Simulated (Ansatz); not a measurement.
The cluster Pt₃. The state is a quintet with charge 0. Geometry PBE-D4/def2-TZVP; atoms count from 1.

```xyz
3

Pt    0.375    0.244   -1.375
Pt    0.393    0.934    1.040
Pt   -0.768   -1.178    0.335
```

In the def2 sets Pt takes a core potential; there is no spin–orbit coupling. At PBE0-D4/def2-TZVP a broken-symmetry singlet of charge 0 lies 0.95 eV below the quintet, each at its own geometry. The structure comes from a short search, and lower isomers may exist.

Estimate the Mulliken populations from the PBE0/def2-TZVP orbitals of Ansatz.


```
atom  charge (e)  spin (α − β)  d electrons
 Pt1        0.06          1.12         8.82
 Pt2       -0.11          1.77         8.63
 Pt3        0.06          1.12         8.82
```
Mulliken values depend strongly on the basis.

Where does the spin sit?

Summed by element: Pt 4.00, of 4 unpaired in all. Largest on single atoms: Pt2 1.77, Pt3 1.12, Pt1 1.12.

And the Mayer bond orders between heavy atoms (over 0.3)?

Pt1–Pt2 1.09 (2.51 Å); Pt1–Pt3 1.11 (2.50 Å); Pt2–Pt3 1.09 (2.51 Å).
